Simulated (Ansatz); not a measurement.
`B[SiH2]CF` + HBr → `B[SiH2]Br` + `CF` at 298.15 K and 1 bar (ligand exchange at the Si–C bond).

Isolated molecules relaxed with PBE0-D4/def2-TZVP in Ansatz; ΔE leaves out vibrations. CCSD(T)/CBS is the MP2 limit (def2-TZVPP, def2-QZVPP) plus CCSD(T) − MP2 in def2-TZVPP, frozen cores. This one scheme is used for every species. For Br outer-core shells are correlated without core-valence functions, which leaves a few kJ/mol of doubt a bond. Scalar relativity is left out up to krypton. One conformer a species, not always the lowest.

```
    species  CCSD(T)/CBS energy (Eh)  H − E (kJ/mol)  S (J/(mol·K))
`B[SiH2]CF`               -455.26817           193.6          338.4
        HBr              -2573.91920            24.6          198.6
`B[SiH2]Br`              -2889.59767           115.3          318.5
       `CF`               -139.63461           113.4          222.6
```

H − E and S are ideal-gas, rigid-rotor, harmonic terms from PBE0-D4/def2-TZVP, for one conformer and one mirror image of each species. 1 Eh = 2625.50 kJ/mol, R = 8.31446 J/(mol·K).

Task: By hand: ΔE, ΔH, ΔS and ΔG.

Result: ΔE = (-2889.59767) + (-139.63461) − (-455.26817) − (-2573.91920) = -0.04491 Eh = -117.9 kJ/mol. Δ(H − E) = 115.3 + 113.4 − 193.6 − 24.6 = 10.5, so ΔH = -107.4 kJ/mol. ΔS = 318.5 + 222.6 − 338.4 − 198.6 = 4.1 J/(mol·K). ΔG = -107.4 − 298.15 × (4.1)/1000 = -108.6 kJ/mol.

Task: By hand: the equilibrium constant, and the temperature at which ΔG would vanish if ΔH and ΔS stayed fixed.

Result: log₁₀ K = −ΔG/(RT ln 10) = 19.0. ΔH and −TΔS have one sign here, so there is no such temperature. One of them is within its doubt of zero, so this could turn.

The number of gas molecules stays the same, so ΔS is small and ΔH decides. A doubt of 5 kJ/mol in ΔE shifts log₁₀ K by 0.9 here. Other conformers and mirror images would add mixing entropy, several J/(mol·K) or more a flexible species. Modes under 60 cm⁻¹, often nearly free rotors, make the harmonic entropy too high. These are equilibria of isolated gas molecules and say nothing of rates. Largest T1 diagnostic: 0.012 (customary marks: 0.02 for closed shells, 0.045 for open ones).
